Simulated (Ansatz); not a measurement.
Reaction (redistribution): `CN[SiH2]Cl` + `[SiH3][NH][AlH][SeH]` → `CN[SiH]([SiH3])Cl` + `[NH2][AlH][SeH]`

Program: Ansatz. Geometries: PBE0-D4/def2-TZVP. ΔE: electronic, gas phase. CCSD(T)/CBS is the MP2 limit (def2-TZVPP, def2-QZVPP) plus CCSD(T) − MP2 in def2-TZVPP, frozen cores. DFT in def2-TZVPP. B3LYP here is the variant with VWN-RPA as its local correlation; programs differ in this. For Se outer-core shells are correlated without core-valence functions, which leaves a few kJ/mol of doubt a bond. Scalar relativity is left out up to krypton. Each species was taken in one conformer, which may not be the lowest.

```json
{"level": "PBE-D4", "ΔE (kJ/mol)": "36.7"}
{"level": "B3LYP-D4", "ΔE (kJ/mol)": "54.0"}
{"level": "CCSD/def2-TZVPP", "ΔE (kJ/mol)": "61.4"}
{"level": "HF/CBS(def2)", "ΔE (kJ/mol)": "76.2"}
```

(1) What does CCSD(T)/CBS give? (An estimate is asked.)

Largest T1 diagnostic among the species: 0.011.

Answers

(1) Computed: +58.0 kJ/mol. The listed levels differ from it by -21.3, -4.0, 3.4, 18.2 kJ/mol.

In def2-TZVPP, CCSD(T) changes the Hartree–Fock value by −15.0 kJ/mol (the triples alone add −1.9 kJ/mol) and MP2 by −8.0 kJ/mol. From PBE to PBE0 (25 % exact exchange), in def2-TZVPP and without D4, ΔE moves by +6.9 kJ/mol.
